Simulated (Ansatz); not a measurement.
germanium atom (Ge), triplet; B3LYP/pcseg-1 run with Ansatz (a quantum-chemistry and plane-wave program).

The Ansatz input:
Ansatz 0.2 input:
```yaml
crystal:
  periodic: [false, false, false]
  atoms:
    - {symbol: Ge, position_ang: [0.00000000, 0.00000000, 0.00000000]}
basis:
  gaussian:
    orbitals: pcseg-1.json
    nuclear_model: gaussian
hamiltonian:
  xc: b3lyp
magnetization: {spin_polarized: true, initial_magnetization: 2}
```
The basis file holds pcseg-1 in the JSON format of the Basis Set Exchange.

Q: Write the output that Ansatz gives for this input, abridged.

A: 
```
Functional definition: B3LYP
186 factors; integrals over basis functions are off by at most 2.3e-4 eV
mean field evaluation 1: about -56510.6536 eV, gradient 1.8e0 eV
mean field evaluation 2: about -56510.6912 eV, gradient 5.7e-1 eV
mean field evaluation 4: about -56510.6935 eV, gradient 1.1e-2 eV
mean field evaluation 8: about -56510.6934 eV, gradient 1.8e-5 eV
mean field evaluation 16: about -56510.6935 eV, gradient 4.5e-2 eV
mean field -56510.69343608 eV, -2076.7296794522 hartree, gradient 1.9e-5 eV, S^2 2.001977; 1 other end points of the search recorded, 0 dependent functions left out
reference -56510.69358547 eV, -2076.7296849420 hartree; 17, 15 occupied and 10, 12 virtual orbitals, 186 factors
Total energy: -56510.69358547 eV, -2076.7296849420 hartree
```
